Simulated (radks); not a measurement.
Results of a calculation; reference values are marked as such.
The promethium anion Pm- inside a hard spherical wall (all orbitals vanish at R), configuration held at [Xe] 4f6 6s2 and not refilled when levels cross. Code: a radial shooting solver on a logarithmic mesh with Libxc functionals. Model: scalar-relativistic Kohn-Sham, PBE, spin-polarised, spherical densities, finite nucleus; open shells are filled with parallel spins first (spin-orbit coupling, left out, can overturn this in heavy ions); Fermi nuclear charge, rms radius 4.962 fm. Eigenvalues in eV for spin up, with the zero of energy where the potential of the charges vanishes at infinity; a dash marks a level that is unbound or too diffuse for the functional's potential to be trusted. A positive occupied level is held by the wall or, in an anion where self-interaction has pushed it up, behind a barrier. The pressure on the wall is -dE/dV.

R (bohr)  E (hartree)  kinetic (hartree)    e(5s)    e(5p)   e(6s)  e(6p, empty)  e(5d, empty)   e(4f)  pressure (GPa)
15        -10020.0813          10686.174  -36.594  -17.533   0.174             -             -   3.471          0.0398
12        -10020.0661          10686.178  -35.506  -16.499   0.718             -             -   4.617           0.120
10        -10020.0439          10686.228  -34.374  -15.412   1.379             -             -   5.782           0.392
8         -10019.9848          10686.390  -32.532  -13.646   2.761             -             -   7.671            1.80
7         -10019.9164          10686.579  -31.156  -12.340   4.110         7.258         6.655   9.100            4.46
6         -10019.7795          10686.965  -29.279  -10.581   6.497        10.707         8.608  11.096            12.7
3         -10014.9072          10703.410   -8.091   10.866  62.016        79.549        37.800  36.382            1920
2          -9991.9821          10772.855   46.341   74.154  235.90        269.69        120.34  90.477           33100
1.5        -9932.6452          10942.039   172.13   217.01  572.40        620.92        286.69  174.66          235000
